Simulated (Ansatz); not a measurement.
C$_{4}$H$_{12}$Ge, charge +1, doublet, geometry from GFN2-xTB (a state made from the parent by changing its charge; the spin is typed, not shown lowest). Base run: SVWN5/STO-3G (Ansatz, an electronic-structure program).

Geometry (Å):
```xyz
17

C     -0.4821    -0.9601    -1.7143
Ge     0.0000     0.0000     0.0000
C      0.1398     1.9267    -0.6011
C     -1.3858    -0.6975     1.2984
C      1.7281    -0.2690     1.0169
H     -1.4566    -0.6433    -2.0754
H     -0.4979    -2.0265    -1.5055
H      0.2777    -0.7208    -2.4536
H      0.3167     2.5382     0.2796
H     -0.7997     2.1948    -1.0772
H      0.9568     2.0548    -1.3058
H     -2.3669    -0.5158     0.8677
H     -1.2537    -1.7619     1.4720
H     -1.2665    -0.1566     2.2334
H      1.7884    -1.3173     1.2973
H      2.5481     0.0041     0.3582
H      1.7535     0.3504     1.9093
```
Charge +1, spin multiplicity 2.
Orbitals are unrestricted.
All else is at Ansatz's defaults.

Variants of this job, named by their change:

```
change               basis functions       E (Eh)  core-seconds (rough)
-------------------  ---------------  -----------  --------------------
base                              50  -2205.69194                     4
basis = pcseg-0                    …            …                     4
basis = 3-21G                     83  -2220.78511                     9
basis = 6-31G                      …            …                     5
basis = def2-SV(P)               112  -2231.22650                     8
basis = 6-31G*                     …            …                     8
basis = pc-1                     143  -2231.54349                    20
basis = cc-pVDZ                  143  -2231.59314                    20
basis = pcseg-1                  143  -2231.38512                    10
basis = 6-311G**                 188  -2231.65106                    10
basis = def2-SVPD                214  -2231.26807                    20
basis = aug-cc-pVDZ                …            …                    40
basis = def2-TZVP                244  -2231.70127                    20
```

Task: Complete the blanks.

Result: 
- basis = pcseg-0, basis functions: 82
- basis = pcseg-0, E (Eh): -2228.73536
- basis = 6-31G, basis functions: 89
- basis = 6-31G, E (Eh): -2231.26043
- basis = 6-31G*, basis functions: 119
- basis = 6-31G*, E (Eh): -2231.36061
- basis = aug-cc-pVDZ, basis functions: 236
- basis = aug-cc-pVDZ, E (Eh): -2231.60769

Totals compare only among sets that treat the same electrons; sets with core potentials leave the core out.
